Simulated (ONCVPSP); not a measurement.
sulfur: variants of one ONCV potential

Base potential:

sulfur (S), optimised norm-conserving Vanderbilt (ONCV), made with ONCVPSP 4.0.1 (PBEsol, scalar-relativistic). Core [Ne], reference 3s1 3p5. Waves: 3s: rc 1.50 bohr, ncon 5, nbas 9, qcut 3.6 1/bohr, 2 projectors, debl 3.5 Ha; 3p: rc 1.40 bohr, ncon 5, nbas 9, qcut 5 1/bohr, 2 projectors, debl 2 Ha. Local part: polynomial inside 1.05 bohr (lpopt 5, dvloc0 0 Ha). Core correction: Teter function, fcfact 4, rcfact 1.8.

Cutoffs, loose and tight: the cutoffs (Ha) at which the residual kinetic energy of the hardest occupied pseudo-wave falls to 1 and 0.1 mHa per electron. They do not see the model core or the augmentation charge, which bear on the density cutoff. Test errors are all-electron minus pseudo excitation energies from the reference, over the configurations 3s2 3p4; 3s2 3p3; 3s2 3p2; 3s2 3p1. A dash means not determined; rows that change the core or the reference have their own tests.

| change | outcome | cutoff, loose | cutoff, tight | bound ghosts | GHOST(+) flags above zero | largest test error (meV) |
| --- | --- | --- | --- | --- | --- | --- |
| base | generated | 74 Ha | 96 Ha | none | s | +9.7 |
| local potential polynomial inside 1.05 bohr (lpopt 5, dvloc0 1 Ha) | generated | 74 Ha | 96 Ha | none | s | +9.7 |
| p: qcut 4.8 | generated | 74 Ha | 96 Ha | none | s | +9.7 |
| s: qcut 2.4; p: qcut 3.3 | generated | 85 Ha | 101 Ha | none | s | +11 |
| core correction Teter function, fcfact 4.8, rcfact 1.8 | generated | 74 Ha | 96 Ha | none | s | -19 |

(1) What comes out with this change to the base: all radii but the core radius scaled by about 1.32 (s 1.98, p 1.86 bohr); local potential polynomial inside 1.38 bohr (lpopt 5, dvloc0 0 Ha)?

(2) What comes out with this change to the base: s: rc 1.98?

Answers

(1) outcome: generated; cutoff, loose: 28 Ha; cutoff, tight: 54 Ha; bound ghosts: none; GHOST(+) flags above zero: s; largest test error (meV): +47.

(2) outcome: generated; cutoff, loose: 28 Ha; cutoff, tight: 54 Ha; bound ghosts: none; GHOST(+) flags above zero: s; largest test error (meV): +56.
